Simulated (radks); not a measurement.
Dipole-allowed excitations along the series with 4 electrons in [He] 2s2. Method: non-relativistic Kohn-Sham, LDA (Slater exchange, Perdew-Wang correlation), spin-unpolarised, spherical densities, point nucleus; computed with a radial shooting solver on a logarithmic mesh with Libxc functionals. Time-dependent linear response with the Hartree and adiabatic LDA kernel, continuum included through the Sternheimer equations. Lines are the poles of the dipole polarisability below minus the highest occupied eigenvalue, found on a grid refined at the orbital gaps; the lowest seven at most are given, and weak or close lines can be missed. The first line takes the name of the lowest orbital gap if no other gap lies below it; otherwise a line is named after a gap within 0.6 % of it, if that gap stands alone.

\begin{tabular}{lrrrrrrrr}
species & -e(HOMO) (eV) & lowest orbital gap (eV) & first line (eV) & f & strongest line (eV) & its f & static alpha (bohr^3) & measured (eV) \\ \hline
Be & 5.599 & 2s-2p 3.498 & 4.821 (2s-2p) & 1.30 & the first & 1.30 & 43.80 & 2s-2p 5.277 \\
B+ & 19.405 & 2s-2p 5.948 & 8.473 (2s-2p) & 0.970 & the first & 0.970 & 10.78 & 2s-2p 9.100 \\
C2+ & 40.152 & 2s-2p 8.303 & 11.753 (2s-2p) & 0.722 & the first & 0.722 & 4.257 & - \\
N3+ & 67.751 & 2s-2p 10.619 & 14.928 (2s-2p) & 0.576 & the first & 0.576 & 2.108 & - \\
O4+ & 102.17 & 2s-2p 12.913 & 18.056 (2s-2p) & 0.480 & the first & 0.480 & 1.196 & - \\
F5+ & 143.41 & 2s-2p 15.195 & 21.158 (2s-2p) & 0.411 & 94.579 (unassigned) & 0.457 & 0.7435 & - \\
\end{tabular}

Measured values: term averages from the NIST Handbook of Basic Atomic Spectroscopic Data.
